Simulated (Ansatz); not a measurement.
AlF₂ (SMILES [F][Al][F]), doublet, at a GFN2-xTB geometry (such geometries of metal compounds can be far from the true shape) (the spin is typed, not shown lowest); MP2/cc-pVDZ (Ansatz, a program for electronic structure).

The Ansatz input:
Ansatz 0.2 input:
```yaml
crystal:
  periodic: [false, false, false]
  atoms:
    - {symbol: Al, position_ang: [0.30691416, 0.12978758, 0.10495073]}
    - {symbol: F, position_ang: [-0.37803201, 1.08352591, -1.07437289]}
    - {symbol: F, position_ang: [-0.06528844, -1.27099685, 0.92277739]}
basis:
  gaussian:
    orbitals: cc-pVDZ
magnetization: {spin_polarized: true, initial_magnetization: 1}
correlation: {method: mp2}
```

It wrote (shortened):

```
Functional definition: HF
438 factors; integrals over basis functions are off by at most 5.4e-4 eV
mean field evaluation 1: about -11994.5224 eV, gradient 2.7e1 eV
mean field evaluation 2: about -11994.5669 eV, gradient 2.7e1 eV
mean field evaluation 4: about -11997.5662 eV, gradient 1.8e0 eV
mean field evaluation 8: about -11997.6779 eV, gradient 3.2e-1 eV
mean field evaluation 16: about -11997.6802 eV, gradient 3.6e-6 eV
mean field -11997.68018640 eV, -440.9066145304 hartree, gradient 3.6e-6 eV, S^2 0.752089; 0 other end points of the search recorded, 0 dependent functions left out
7 core orbitals not correlated
reference -11997.68018640 eV, -440.9066145304 hartree; 9, 8 occupied and 30, 31 virtual orbitals, 438 factors
second order -11.46713222 eV of doubles, -0.00000000 eV of singles
Total energy: -12009.14731862 eV, -441.3280238669 hartree
```
